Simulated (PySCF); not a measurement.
Al(H)2(Br), H₂AlBr, SMILES [AlH2][Br] (B3LYP/def2-SVP optimised geometry):

```
4

Al    -0.767     0.000     0.000
H     -1.502     1.395     0.000
H     -1.501    -1.395     0.000
Br     1.502     0.000     0.000
```

Method: B3LYP/def2-TZVP run with PySCF.

### Question
What are the frontier orbital energies and the dipole moment?

### Answer
HOMO-2 -9.19 eV, HOMO-1 -8.54 eV, HOMO -8.04 eV, LUMO -1.96 eV, LUMO+1 -0.32 eV; dipole moment 1.23 D.

On the same geometry PBE/def2-TZVP in PySCF gives HOMO-2 -8.08 eV, HOMO-1 -7.59 eV, HOMO -7.02 eV, LUMO -2.52 eV, LUMO+1 -0.90 eV; dipole moment 1.11 D.

Meta-Löwdin charges at B3LYP/def2-TZVP: Al1 0.58, H2 -0.14, H3 -0.14, Br4 -0.30.
